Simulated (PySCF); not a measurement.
**[Au2F3]− at several levels of theory**

Computed with PySCF 2.14.0 (density fitting, no spin-orbit coupling) at the geometry relaxed with PBE0:

```xyz
5
[Au2F3]− (singlet)
Au   -0.0168    0.1430    1.8202
Au   -0.0168    0.1430   -1.8202
F    -0.1253    1.0630    0.0000
F     0.0806   -0.6838    3.5688
F     0.0806   -0.6838   -3.5688
```

| level | basis | state | HOMO (eV) | gap (eV) | charge on Au1 (e) | dipole about the centre of mass (D) | largest force component (eV/Å) |
| --- | --- | --- | --- | --- | --- | --- | --- |
| PBE0 | Au def2-SVP with ECP60, F def2-SVP | singlet | -3.22 | 6.03 | 0.21 | 1.84 | 0.03 |
| PBE0 | Au def2-TZVP with ECP60, F def2-TZVP | singlet | -3.40 | 5.91 | 0.34 | 2.08 | 0.21 |
| PBE0 | Au x2c-SVPall, F x2c-SVPall | singlet | -3.46 | 6.03 | 0.11 | 1.90 | 0.15 |

Charges are Mulliken's, which hang on the basis. The relaxation used the grid (50, 194), these runs (75, 302) or, all-electron (x2c bases, spin-free X2C Hamiltonian), (99, 590).

(1) Order these levels, in the first row's basis, by the HOMO–LUMO gap they give here, smallest first.
A. HF
B. revPBE
C. PBE
D. CAM-B3LYP

(2) And their other results?

Answers

(1) C (3.37 eV), B (3.42 eV), D (8.44 eV), A (12.29 eV).

(2) 
| level | state | HOMO (eV) | gap (eV) | charge on Au1 (e) | dipole about the centre of mass (D) | largest force component (eV/Å) |
| --- | --- | --- | --- | --- | --- | --- |
| HF | singlet | -6.09 | 12.29 | 0.47 | 2.39 | 0.52 |
| PBE | singlet | -1.60 | 3.37 | 0.10 | 1.57 | 0.31 |
| CAM-B3LYP | singlet | -4.57 | 8.44 | 0.20 | 1.86 | 0.05 |
| revPBE | singlet | -1.51 | 3.42 | 0.11 | 1.57 | 0.49 |
